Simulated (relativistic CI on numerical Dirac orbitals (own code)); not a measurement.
## Magnetism of Co²⁺, 3d7, in a crystal field

Calculated by Dirac-Coulomb-Breit CI, separate exchange-only KLI orbitals for each configuration, model QED (radiative potential, 1s self-energy scaled to tabulated hydrogen-like ionisation energies), valence Slater integrals scaled by 0.85, one configuration in a parametric crystal field (own radial code).

Field parameters in Wybourne normalisation: D3d B²₀ = −7Dσ, B⁴₀ = −14Dq − 21Dτ, B⁴₃ = −14√(10/7) Dq; D4h B²₀ = −7Ds, B⁴₀ = 21(Dq − Dt), B⁴₄ = 21√(5/14) Dq; Oh B⁴₀ = 21Dq, B⁴₄ = √(5/14) B⁴₀; Td as Oh with Dq negative (B⁴₀ = 21Dq, B⁴₄ = √(5/14) B⁴₀). The field is a parameter set, without covalency.

S is read from ⟨S²⟩ = S(S + 1).

Powder χT (cm³ K mol⁻¹) by Van Vleck's formula, with temperature-independent terms:

```
                                       Field    2 K    5 K   10 K   20 K   50 K  100 K  200 K  300 K
  D3d, 10Dq = 13300, Dσ = 1010, Dτ = 20 cm⁻¹   2.04   2.07   2.12   2.21   2.49   2.81   3.01   3.02
D3d, 10Dq = 13950, Dσ = -910, Dτ = -390 cm⁻¹   1.73   2.04   2.14   2.17   2.19   2.21   2.23   2.26
   D3d, 10Dq = 15800, Dσ = 60, Dτ = 160 cm⁻¹   2.28    2.3   2.34   2.42   2.66   2.93    3.1   3.09
D4h, 10Dq = 17950, Ds = -310, Dt = -770 cm⁻¹  0.421  0.422  0.422  0.424  0.429  0.436  0.452  0.468
 D4h, 10Dq = 22950, Ds = 2830, Dt = 790 cm⁻¹  0.442  0.443  0.444  0.446  0.451  0.461   0.48  0.499
                        Oh, 10Dq = 9200 cm⁻¹   1.87    1.9   1.95   2.06   2.36   2.85   3.41   3.57
                       Td, 10Dq = -9350 cm⁻¹   2.16   2.16   2.16   2.16   2.17   2.18    2.2   2.22
                       Td, 10Dq = -9950 cm⁻¹   2.14   2.14   2.14   2.15   2.15   2.16   2.18    2.2
```

Question: For D3d, 10Dq = 13950, Dσ = -910, Dτ = -390 cm⁻¹: what effective moment follows at 300 K?

Answer: μ_eff = √(8χT) = 4.25 μB. The ground level has S = 1.50; the spin-only moment for S = 3/2 is 3.88 μB. The difference comes from the orbital moment, spin-orbit mixing of terms and temperature-independent paramagnetism, all larger in this ionic model than in covalent complexes.
